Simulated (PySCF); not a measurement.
SMILES c1ccc(-c2ccccc2)cc1 (C12H10) at its GFN2-xTB optimised geometry (Å):

```
22

C      2.3980     3.0424     0.0702
C      1.2975     2.8698     0.8929
C      0.5903     1.6821     0.8680
C      0.9778     0.6441     0.0243
C      0.2283    -0.6216     0.0000
C     -1.1644    -0.6216     0.0000
C     -1.8679    -1.8114    -0.0267
C     -1.1920    -3.0199    -0.0460
C      0.1928    -3.0314    -0.0424
C      0.8980    -1.8425    -0.0234
C      2.0883     0.8269    -0.7961
C      2.7898     2.0181    -0.7753
H      2.9483     3.9716     0.0881
H      0.9902     3.6641     1.5578
H     -0.2588     1.5465     1.5224
H     -1.6960     0.3192     0.0000
H     -2.9483    -1.7966    -0.0339
H     -1.7423    -3.9491    -0.0638
H      0.7252    -3.9716    -0.0528
H      1.9783    -1.8566    -0.0056
H      2.3887     0.0360    -1.4682
H      3.6450     2.1491    -1.4225
```

Calculation: B3LYP/def2-SVP in PySCF. Cells within 0.4 Å of a nucleus heavier than hydrogen are left out (blank, or x).

Map of the electron localisation function on the plane z = 0.0 Å:

```
|000000000000000000000000000|
|000000000000000000011000000|
|000000000000000000399700000|
|000000000000000000899950000|
|000000000000001112999960000|
|000000000000023455899810000|
|000000000000135687x37200000|
|000000000000235576x46100000|
|000000000001455412797310000|
|000000000000466400366520000|
|000000027600168732466420000|
|000000089990046x58664310000|
|000000079995046x38764200000|
|000000019996559855442000000|
|0000000026xx9xx610000000000|
|0000277437xx8xx721100000000|
|000089996495259579980000000|
|000099995x32022x79996000000|
|000079996695369579996000000|
|0000144127xx8xx723661000000|
|0000000037xx9xx610000000000|
|000000039995569991000000000|
|000000089995079997000000000|
|000000089992059997000000000|
|000000028960008981000000000|
|000000000100000100000000000|
|000000000000000000000000000|
```
Scale: ten equal steps from 0.000 (start of '0') to 1.000 (end of '9'), in the order '0123456789'; x runs from -6.00 to 6.00, y from -6.00 (bottom) to 6.00 (top).
